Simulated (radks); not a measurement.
Polarisabilities and homonuclear dispersion coefficients (atomic units). Method: scalar-relativistic Kohn-Sham, LDA (Slater exchange, Perdew-Wang correlation), spin-polarised, spherical densities, finite nucleus; open shells are filled with parallel spins first (spin-orbit coupling, left out, can overturn this in heavy ions); Fermi nuclear charge, rms radius of each element as measured or else 0.836 A^(1/3) + 0.57 fm; computed with a radial shooting solver on a logarithmic mesh with Libxc functionals. Response by self-consistent Sternheimer equations with the Hartree and adiabatic LDA kernel, the relativistic mass of each level held fixed and spin-orbit coupling left out. For heavy and open-shell atoms this level of theory can miss by tens of per cent. "Uncoupled" leaves out the induced potential. Quadrupole and octupole values are given only where no p, d or f shell is open.

species,configuration,alpha1 (bohr^3),"alpha1, uncoupled",alpha2 (bohr^5),alpha3 (bohr^7),C6,C8,recommended alpha1
Au+,[Xe] 4f14 5d10,14.24,24.77,140.5,753.6,106.7,2707,-
He,[He],1.658,1.808,3.580,18.64,1.865,21.46,1.38375 +/- 2e-05
K,[Ar] 4s1,255.3,296.2,5679,179500,3229,419000,289.7 +/- 0.3
Ta3+,[Xe] 4f14 5d2,7.435,10.85,-,-,36.85,-,-
Ni2+,[Ar] 3d8,3.521,4.441,-,-,9.939,-,-

Recommended values: Schwerdtfeger and Nagle, table of static dipole polarisabilities (2023 update), measured or computed.
